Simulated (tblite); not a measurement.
Compound: C4H6F3NO.
Structure used (GFN2-xTB), in Å, numbered top down from 1:
```xyz
15
C4H6F3NO angstrom
N      0.820   -0.577    1.792
C      0.738   -0.439    0.550
C      1.684    0.336   -0.338
F      2.777    0.751    0.377
C     -0.409   -1.113   -0.169
O     -1.121   -0.239   -1.038
C     -1.886    0.685   -0.420
F     -1.162    1.787   -0.075
F     -2.812    1.117   -1.284
H      1.621   -0.124    2.227
H      2.046   -0.285   -1.164
H      1.193    1.232   -0.735
H     -1.082   -1.551    0.578
H     -0.027   -1.901   -0.823
H     -2.385    0.328    0.501
```

Computed values, GFN2-xTB/tblite, gas phase, harmonic and unscaled. This tight-binding method is rough: wavenumbers can miss measured ones by several per cent, in bad cases by 10 to 20. One conformer, not necessarily the lowest.

Harmonic wavenumbers (cm⁻¹): 29.6, 43.8, 65.5, 103.6, 174.5, 265.1, 295.2, 384.5, 412.9, 470.3, 540.0, 603.7, 623.2, 818.8, 837.4, 960.0, 965.1, 981.6, 1042.1, 1058.4, 1075.0, 1090.0, 1133.3, 1183.7, 1212.6, 1254.8, 1265.2, 1295.2, 1302.0, 1319.6, 1396.7, 1426.0, 1755.1, 2847.3, 2930.3, 2944.1, 2953.7, 2972.8, 3339.9.

A = 3003, B = 894.7, C = 823.0 MHz; mass 141.040 u (most abundant isotopes); point group C1, symmetry number 1.

Question: What is the zero-point energy?

Answer: ½Σν̃ = 22686 cm⁻¹ = 271.39 kJ/mol.

Question: Give the ideal-gas entropy at 273.15 K and 1 bar in the rigid-rotor, harmonic-oscillator model (classical rotation).

Answer: Translation 168.76, rotation 121.77, vibration 114.11: S = 404.6 J/(mol K).

Question: And Cp and H(273.15 K) − H(0)?

Answer: Cp = 133.21 J/(mol K), of which vibrations give 99.95 (their classical limit is 39 R = 324.3); H(273.15 K) − H(0) = 23.89 kJ/mol without the zero-point energy, 14.80 from vibrations.

Question: What must be added to the electronic energy to get the Gibbs energy at 273.15 K and 1 bar?

Answer: ZPE + [H(273.15 K) − H(0)] − T·S = 271.39 + 23.89 − 110.53 = 184.75 kJ/mol.

Question: Blend soft modes into free rotors: weight 1/[1 + (100 cm⁻¹/ν̃)⁴] for the oscillator and the rest for a rotor with moment μB/(μ + B), μ = h/(8π²ν), B = 10⁻⁴⁴ kg m². What vibrational entropy results?

Answer: 97.58 J/(mol K) in place of 114.11, which changes −T·S at 273.15 K by +4.51 kJ/mol.

Question: Which modes carry the vibrational entropy at 273.15 K?

Answer: 29.6 cm⁻¹: 23.77; 43.8 cm⁻¹: 20.53; 65.5 cm⁻¹: 17.20; 103.6 cm⁻¹: 13.45; 174.5 cm⁻¹: 9.30; 265.1 cm⁻¹: 6.18 J/(mol K); the other 33 give 23.67 together.

Hindered rotation and anharmonicity are outside this model. Other conformers, if any are populated, would add a mixing term that is left out. The structure is chiral; the term R ln 2 for an equal mix with its mirror image is left out.

The run took 0.34 s wall on one thread, Arm Neoverse V2 (aarch64), no GPU, shared host. This covers the Hessian and the dipole derivatives.
